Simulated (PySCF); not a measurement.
CH4ClInO, SMILES [O](C)[InH][Cl].

The structure is a stationary point at PBE0-D3(BJ)/def2-SVP. The structure was generated by enumeration; whether it is a known compound was not checked. The def2 effective core potentials stand for the cores of In; spin–orbit coupling is left out. One conformer was computed; it need not be the lowest.

The numbers are results of PySCF with TDA-PBE0/def2-SVPD, not measurements.

Vertical excitations. Gas-phase values at a fixed geometry. State labels are in the subgroup Cs.

Problem. Give excitation energies, oscillator strengths and character. (Estimate from the structure and the level; the computed values follow.)

Solution. 
| state | symmetry | energy (eV) | λ (nm) | f | main pairs |
|---|---|---|---|---|---|
| S1 | A" | 4.82 | 257 | 0.008 | HOMO→LUMO+1 98 % |
| S2 | A' | 5.02 | 247 | 0.008 | HOMO→LUMO 63 %, HOMO−1→LUMO+1 35 % |
| S3 | A" | 5.11 | 243 | 0.001 | HOMO−1→LUMO 99 % |
| S4 | A' | 5.78 | 215 | 0.196 | HOMO−1→LUMO+1 60 %, HOMO→LUMO 31 % |
| S5 | A' | 5.93 | 209 | 0.006 | HOMO−2→LUMO+1 96 % |
| S6 | A" | 5.99 | 207 | 0.000 | HOMO−2→LUMO 94 % |
| S7 | A" | 6.09 | 203 | 0.028 | HOMO−3→LUMO+1 92 % |
| S8 | A' | 6.37 | 195 | 0.003 | HOMO−3→LUMO 89 % |
| S9 | A" | 6.63 | 187 | 0.001 | HOMO→LUMO+2 97 % |
| S10 | A" | 6.82 | 182 | 0.014 | HOMO−4→LUMO 99 % |
| T1 | A" | 4.45 | 279 | 0 | HOMO→LUMO+1 93 % |
| T2 | A' | 4.53 | 274 | 0 | HOMO→LUMO 66 %, HOMO−1→LUMO+1 30 % |
| T3 | A' | 4.63 | 268 | 0 | HOMO−1→LUMO+1 63 %, HOMO→LUMO 32 % |
| T4 | A" | 4.94 | 251 | 0 | HOMO−1→LUMO 96 % |
Triplets are in the Tamm–Dancoff approximation.
